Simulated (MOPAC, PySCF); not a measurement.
C₂H₅B, SMILES `B1CC1`, neutral singlet in the gas phase. 

Cartesian coordinates (Å):
SMILES: B1CC1
```xyz
8

B      0.9723    -0.2397    -0.0615
C     -0.1151     0.8203     0.0500
C     -0.4868    -0.6720    -0.0119
H      2.1201    -0.5226    -0.1342
H     -0.3594     1.4387    -0.8097
H     -0.2697     1.3418     0.9909
H     -0.9759    -1.0348    -0.9120
H     -0.8856    -1.1318     0.8885
```
Charge 0, spin multiplicity 1.

All levels are single points at this geometry (PBE0-D4/def2-TZVP); Pople sets use spherical d functions. Orbital energies aren't observables, and empty levels follow the basis.

PM3 in MOPAC gives dipole (D) = 0.43.

Problem. Estimate the dipole (D) from each of these levels: PBE0-D4/def2-TZVP in PySCF; PBE/6-31G* in PySCF; SVWN5/6-31G* in PySCF; HF/STO-3G in PySCF; PM6 in MOPAC.

Solution. 
| level | dipole (D) |
|---|---|
| PBE0-D4/def2-TZVP in PySCF | 0.24 |
| PBE/6-31G* in PySCF | 0.41 |
| SVWN5/6-31G* in PySCF | 0.46 |
| HF/STO-3G in PySCF | 0.17 |
| PM6 in MOPAC | 0.65 |
